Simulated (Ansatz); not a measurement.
Mulliken charges of C2H6BiF, SMILES `[CH3][Bi]([CH3])[F]` from r2SCAN/def2-TZVPP in Ansatz (PBE0-D4/def2-TZVP geometry).

```csv
atom,x (Å),y (Å),z (Å),charge (e)
C1,-0.760,1.282,-0.659,-0.473
Bi2,-1.159,-0.710,0.278,0.879
C3,0.954,-0.905,0.989,-0.474
F4,-0.772,-1.710,-1.449,-0.518
H5,-1.644,1.632,-1.191,0.097
H6,-0.484,2.002,0.113,0.087
H7,0.067,1.151,-1.357,0.109
H8,1.105,-1.874,1.462,0.097
H9,1.598,-0.812,0.115,0.109
H10,1.177,-0.108,1.701,0.087
```

Problem. By hand: the dipole of these point charges (1 e Å = 4.8032 D).

Solution. Σ q r = (-0.522, 0.263, 0.887) e Å, of length 1.062 e Å = 5.10 D.

Problem. How does the dipole of the full density compare? (Best estimate.)

Solution. Computed: (-0.100, 0.350, 0.568) e Å, 3.24 D; the point charges give 1.57 times that, at 25° from its direction.

Point charges leave out the atoms' own dipoles, such as those of lone pairs, and Mulliken's split depends on the basis, so the two needn't agree.
